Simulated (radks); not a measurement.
Species: Ar3+. Configuration: [Ne] 3s1.5 3p3.5 (fractional occupations, a model configuration).

Method: non-relativistic Kohn-Sham, r2SCAN, spin-polarised, spherical densities, point nucleus; open shells are filled with parallel spins first; meta-GGA in the generalised Kohn-Sham scheme; computed with a radial shooting solver on a logarithmic mesh with Libxc functionals.

Energy parts (hartree):
| part | energy |
|---|---|
| total | -524.13386 |
| kinetic | 523.63139 |
| electron-nucleus | -1222.04913 |
| Hartree | 203.85240 |
| exchange-correlation | -29.56853 |

Orbitals (lengths in bohr, moments of r in powers of bohr):
| orbital | occ. | eigenvalue (hartree) | <r> |
|---|---|---|---|
| 1s up | 1 | -116.5854 | 0.08621 |
| 1s down | 1 | -116.5457 | 0.08620 |
| 2s up | 1 | -12.82320 | 0.4141 |
| 2s down | 1 | -12.80027 | 0.4140 |
| 2p up | 3 | -10.37101 | 0.3758 |
| 2p down | 3 | -10.32726 | 0.3758 |
| 3s up | 1 | -2.53556 | 1.290 |
| 3s down | 0.5 | -2.29417 | 1.317 |
| 3p up | 3 | -1.93589 | 1.383 |
| 3p down | 0.5 | -1.71229 | 1.423 |

The highest occupied level is 3p down at -46.594 eV. Virial ratio -V/T = 2.00096.
